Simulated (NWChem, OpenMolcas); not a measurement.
## InNH2Cl (SMILES [NH2][In][Cl]): the energy, rung by rung

The species is InNH2Cl (5 atoms), meant as a doublet with charge 0. As SMILES, `[NH2][In][Cl]`. The shape is that of a PBE0-D4/def2-TZVP optimisation. This is one conformer, not always the lowest.

```xyz
5

N    -0.1426    0.8086   -0.4939
In   -0.4116   -1.2178   -0.1533
Cl    1.3915   -2.2115    1.0187
H    -0.9997    1.2838   -0.7567
H     0.2123    1.2632    0.3438
```

Each level gives the energy change with the In2–Cl3 bond stretched from 2.369 to 3.553 Å (eV). The values are calculated.

```csv
level,kind,program,value (eV),less CCSD(T)/def2-SVP
USVWN5/def2-SVP (core potential),LDA,OpenMolcas,1.78,-0.18
UBLYP/def2-SVP (core potential),GGA,OpenMolcas,1.25,-0.71
UM06-L/def2-SVP (core potential),meta-GGA,OpenMolcas,1.48,-0.48
UM06-2X/def2-SVP (core potential),hybrid meta-GGA,NWChem,1.96,0.00
UB3LYP/def2-SVP (core potential),global hybrid,OpenMolcas,1.50,-0.46
UBHLYP/def2-SVP (core potential),global hybrid,OpenMolcas,1.77,-0.19
UPBE0/def2-SVP (core potential),global hybrid,OpenMolcas,1.75,-0.21
ROCCSD(T)/def2-SVP (core potential),coupled cluster or CI,OpenMolcas,1.96,0.00
```

Differences are taken from ROCCSD(T)/def2-SVP (core potential) for orientation; it has basis-set and higher-order errors of its own. The first shape isn't each level's own minimum. The values span 1.25 to 1.96 eV. In the correlated wave-function rows the outer d shell of In is correlated, in sets not made for it.
